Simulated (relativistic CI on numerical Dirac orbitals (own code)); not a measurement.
## Energy levels of Zr²⁰⁺

Computed by Dirac-Coulomb-Breit CI, orbitals from a KLI potential per configuration, a model potential for QED, unscaled Slater integrals (own radial code, finite nucleus).

CI space (outside the closed core [Ne]): 3s2 3p6 3d2, 3s2 3p5 3d3, 3s 3p6 3d3, 3s2 3p6 3d 4s, 3s2 3p6 3d 4p, 3s2 3p6 3d 4d, 3s2 3p6 3d 4f, 3s2 3p5 3d2 4s, 3s2 3p5 3d2 4p, 3s2 3p6 4s2, 3s2 3p6 4s 4p, 3p6 3d4, 3p5 3d5. Double excitations out of closed p, d and f shells are left out; levels of such configurations are missing from the list, as are those of other unlisted configurations, and high levels can miss mixing partners. These lack a partner that the ground configuration has and come out too high: 3s2 3p5 3d2 4s, 3s2 3p5 3d2 4p.

The lowest level is 3s2 3p6 3d2 3F_2, with 94 % of that term; Hund's rules for 3s2 3p6 3d2 give 3F with J = 2, in agreement.

```tsv
No.	Configuration	Term	J	E (cm⁻¹)	%	Lifetime (s)	jj configuration (%)
1	3s2 3p6 3d2	3F	2	0	94		3d3/2^2 (87)
2	3s2 3p6 3d2	3F	3	20490	100	4.84e-03	3d3/2 3d5/2 (100)
3	3s2 3p6 3d2	3F	4	39674	96	7.29e-03	3d5/2^2 (62)
4	3s2 3p6 3d2	3P	0	60603	96	8.57e-01	3d3/2^2 (77)
5	3s2 3p6 3d2	1D	2	61518	57	2.44e-03	3d3/2 3d5/2 (84)
6	3s2 3p6 3d2	3P	1	71094	100	2.14e-02	3d3/2 3d5/2 (100)
7	3s2 3p6 3d2	3P	2	93234	62	1.57e-03	3d5/2^2 (95)
8	3s2 3p6 3d2	1G	4	96981	96	1.73e-03	3d3/2 3d5/2 (62)
9	3s2 3p6 3d2	1S	0	204924	96	2.14e-04	3d5/2^2 (77)
10	3p5 3d3(4F)	5D°	2	887510	50	1.13e-08	3p3/2^3 3d3/2^3 (40)
11	3p5 3d3(4F)	5D°	1	889500	69	5.91e-09	3p3/2^3 3d3/2^3 (47)
12	3p5 3d3(4F)	5F°	3	891931	48	2.84e-08	3p3/2^3 3d3/2^2 3d5/2 (74)
13	3p5 3d3(4F)	5D°	0	894335	97	1.42e-08	3p3/2^3 3d3/2^2 3d5/2 (48)
14	3p5 3d3(4F)	5F°	4	901337	52	3.44e-07	3p3/2^3 3d3/2 3d5/2^2 (58)
15	3p5 3d3(4P)	5S°	2	903695	87	5.28e-08	3p3/2^3 3d3/2^2 3d5/2 (46)
16	3p5 3d3(4F)	5F°	5	919269	61	8.10e-08	3p3/2^3 3d3/2 3d5/2^2 (59)
17	3p5 3d3(4F)	5F°	1	925213	51	6.04e-10	3p3/2^3 3d3/2^2 3d5/2 (65)
18	3p5 3d3(4F)	5D°	2	925449	34	1.67e-09	3p3/2^3 3d3/2^2 3d5/2 (60)
19	3p5 3d3(4P)	5D°	3	928128	37	2.13e-09	3p3/2^3 3d3/2 3d5/2^2 (34)
20	3p5 3d3(4P)	5D°	4	929358	48	2.41e-09	3p3/2^3 3d3/2^2 3d5/2 (54)
21	3p5 3d3(4F)	5G°	6	941378	92	4.84e-03	3p3/2^3 3d3/2 3d5/2^2 (51)
22	3p5 3d3(4F)	3G°	3	957723	61	7.19e-10	3p3/2^3 3d3/2^2 3d5/2 (56)
23	3p5 3d3(4F)	5G°	5	961241	45	4.76e-08	3p3/2^3 3d3/2 3d5/2^2 (49)
24	3p5 3d3(4F)	3G°	4	961787	49	6.77e-09	3p3/2^3 3d3/2^2 3d5/2 (52)
25	3p5 3d3(2G)	3F°	2	963356	55	1.69e-09	3p3/2^3 3d3/2 3d5/2^2 (77)
26	3p5 3d3(2P)	3P°	2	974736	49	2.63e-10	3p3/2^3 3d3/2 3d5/2^2 (36)
27	3p5 3d3(2G)	3F°	3	978039	34	5.30e-09	3p3/2^3 3d3/2^2 3d5/2 (50)
28	3p5 3d3(2G)	3F°	4	981703	28	4.02e-09	3p3/2^3 3d3/2^2 3d5/2 (45)
29	3p5 3d3(2D)	3P°	1	984982	64	3.54e-10	3p3/2^3 3d3/2 3d5/2^2 (42)
30	3p5 3d3(2P)	3D°	3	987326	75	7.16e-10	3p3/2^3 3d3/2 3d5/2^2 (51)
31	3p5 3d3(2G)	3G°	5	990988	55	1.30e-09	3p3/2^3 3d3/2^2 3d5/2 (55)
32	3p5 3d3(2G)	1G°	4	993739	41	6.68e-10	3p3/2^3 3d3/2^2 3d5/2 (53)
33	3p5 3d3(2G)	3H°	6	995552	56	1.67e-03	3p3/2^3 3d3/2^2 3d5/2 (69)
34	3p5 3d3(2P)	3D°	2	1001832	47	2.28e-10	3p3/2^3 3d3/2^2 3d5/2 (59)
35	3p5 3d3(2D)	3P°	0	1004281	69	5.61e-09	3p3/2^3 3d3/2^3 (57)
36	3p5 3d3(2H)	3I°	7	1012243	100	1.74e-02	3p3/2^3 3d3/2 3d5/2^2 (100)
37	3p5 3d3(4F)	5G°	2	1013245	62	9.81e-11	3p3/2^3 3d3/2^2 3d5/2 (31)
38	3p5 3d3(2D)	3D°	3	1013928	52	1.16e-10	3p3/2^3 3d3/2 3d5/2^2 (50)
39	3p5 3d3(2P)	3P°	0	1015650	71	3.87e-10	3p3/2^3 3d5/2^3 (64)
40	3p5 3d3(2D)	3D°	1	1020391	34	5.30e-10	3p3/2^3 3d3/2 3d5/2^2 (42)
41	3p5 3d3(2G)	3H°	5	1023969	51	1.35e-10	3p3/2^3 3d3/2 3d5/2^2 (62)
42	3p5 3d3(4P)	3P°	1	1025565	34	3.59e-10	3p3/2^3 3d3/2^2 3d5/2 (53)
43	3p5 3d3(2D)	3F°	4	1025922	79	2.03e-09	3p3/2^3 3d3/2 3d5/2^2 (59)
44	3p5 3d3(2H)	3I°	6	1030905	45	1.33e-03	3p3/2^3 3d5/2^3 (51)
45	3p5 3d3(4P)	5P°	3	1032728	45	1.49e-10	3p3/2^3 3d3/2 3d5/2^2 (55)
46	3p5 3d3(2H)	3G°	3	1035980	26	7.27e-11	3p3/2^3 3d3/2 3d5/2^2 (39)
47	3p5 3d3(4P)	5P°	2	1037987	30	6.04e-10	3p3/2^3 3d3/2 3d5/2^2 (52)
48	3p5 3d3(2D)	3F°	4	1042210	37	5.43e-11	3p3/2^3 3d3/2 3d5/2^2 (60)
49	3p5 3d3(2F)	3F°	3	1045259	36	1.31e-10	3p3/2^3 3d3/2 3d5/2^2 (60)
50	3p5 3d3(2F)	3D°	2	1049846	51	9.19e-11	3p3/2^3 3d3/2^2 3d5/2 (32)
51	3p5 3d3(2H)	3I°	5	1053541	45	1.81e-10	3p3/2^3 3d3/2 3d5/2^2 (41)
52	3p5 3d3(4P)	3D°	1	1053906	69	1.55e-10	3p3/2^3 3d3/2 3d5/2^2 (50)
53	3p5 3d3(2G)	3G°	3	1054683	30	6.09e-11	3p3/2^3 3d5/2^3 (28)
54	3p5 3d3(2H)	3H°	6	1057790	58	6.19e-04	3p3/2^3 3d3/2 3d5/2^2 (96)
55	3p5 3d3(2D)	1D°	2	1062117	36	2.79e-10	3p3/2^3 3d3/2 3d5/2^2 (68)
56	3p5 3d3(4F)	3G°	4	1064436	33	3.97e-11	3p3/2^3 3d3/2 3d5/2^2 (35)
57	3s2 3p5 3d3	3P°	1	1074236	25	5.10e-11	3p3/2^3 3d3/2 3d5/2^2 (48)
58	3p5 3d3(4P)	5D°	0	1078068	45	1.93e-09	3p3/2^3 3d3/2 3d5/2^2 (54)
59	3p5 3d3(4P)	3D°	2	1080266	30	1.56e-10	3p3/2^3 3d5/2^3 (50)
60	3p5 3d3(2D)	3F°	4	1080614	48	2.15e-10	3p3/2^3 3d3/2 3d5/2^2 (37)
61	3p5 3d3(2G)	3G°	5	1080676	56	2.63e-11	3p3/2^3 3d5/2^3 (38)
62	3p5 3d3(4F)	5D°	3	1081709	53	1.11e-10	3p1/2 3p3/2^4 3d3/2 3d5/2^2 (37)
63	3p5 3d3(4F)	5D°	4	1090443	47	4.15e-10	3p3/2^3 3d3/2 3d5/2^2 (26)
64	3p5 3d3(4P)	5P°	1	1099383	23	8.57e-11	3p3/2^3 3d3/2 3d5/2^2 (47)
65	3p5 3d3(2F)	3G°	5	1105615	62	4.20e-10	3p3/2^3 3d3/2 3d5/2^2 (56)
66	3p5 3d3(2F)	3F°	3	1107847	38	1.72e-10	3p3/2^3 3d3/2 3d5/2^2 (46)
67	3p5 3d3(2F)	3F°	2	1108553	30	5.42e-11	3p3/2^3 3d3/2 3d5/2^2 (26)
68	3s2 3p5 3d3	3D°	2	1111566	19	5.42e-11	3p1/2 3p3/2^4 3d3/2^2 3d5/2 (21)
69	3p5 3d3(4F)	3G°	4	1116509	44	8.18e-11	3p3/2^3 3d3/2 3d5/2^2 (34)
70	3p5 3d3(2D)	3P°	0	1118176	64	1.22e-10	3p3/2^3 3d3/2 3d5/2^2 (34)
```

Energies count from the lowest computed level; ° marks odd parity; lifetimes are radiative, by E1, M1, E2, M2, E3 decay to levels of this space only. Percentages are summed over parent terms; the parents shown are those of the largest component, closed shells are left out there. Filled j subshells are mostly left out of the jj labels.

The mean weight of the leading LS term, summed over parents, in these 70 levels is 55 %, and that of the leading jj configuration (from the same eigenvectors) 54 %.

At this charge energies of transitions that change n are usually good to better than 1 %, and those within a shell (Δn = 0) to a few per cent. Terms inside the open d or f shell come out 10 to 20 % too wide with unscaled integrals.

Landé's interval rule says that E(J) − E(J−1) = AJ with one A. For the ground term the intervals give A = 6830.1, 4795.9 cm⁻¹ for J = 3, 4; the multiplet is regular.

LS names give the leading component of a level, which can be under half, so a name can repeat, a term be missing and a line seem to break the LS rules.
